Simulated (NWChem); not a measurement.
System: C₂H₄BBr; SMILES C=CBBr

```xyz
8

B     -1.0356    -0.4902    -0.0010
H     -2.2166    -0.2528    -0.0031
Br     0.1093     1.0453    -0.0006
C     -0.4708    -1.9264     0.0012
C      0.8382    -2.2313    -0.0005
H     -1.1896    -2.7555     0.0036
H      1.1988    -3.2656     0.0005
H      1.6004    -1.4439    -0.0031
```
Atoms are numbered in this order, from 1.

All runs use the structure optimised with PBE0/def2-SVP.

Spin-orbit effects, on the heavy nuclei and on their neighbours, are missing.

**Question.** Give the principal values of the shielding tensors (ppm) of B1, Br3, C4, C5 from B3LYP/6-311G** (spherical d), GIAO (NWChem), with their diamagnetic and paramagnetic parts as GIAO splits them.

**Answer.** 
```json
[
 {"atom": "B1", "σ11": "-3.3", "σ22": "-1.7", "σ33": "101.4", "isotropic": "32.1", "diamagnetic": "195.2", "paramagnetic": "-163.0"},
 {"atom": "Br3", "σ11": "1379.3", "σ22": "2237.7", "σ33": "2901.1", "isotropic": "2172.7", "diamagnetic": "3122.5", "paramagnetic": "-949.8"},
 {"atom": "C4", "σ11": "-83.7", "σ22": "28.6", "σ33": "173.2", "isotropic": "39.4", "diamagnetic": "253.1", "paramagnetic": "-213.7"},
 {"atom": "C5", "σ11": "-88.6", "σ22": "14.6", "σ33": "163.9", "isotropic": "30.0", "diamagnetic": "255.2", "paramagnetic": "-225.2"}
]
```
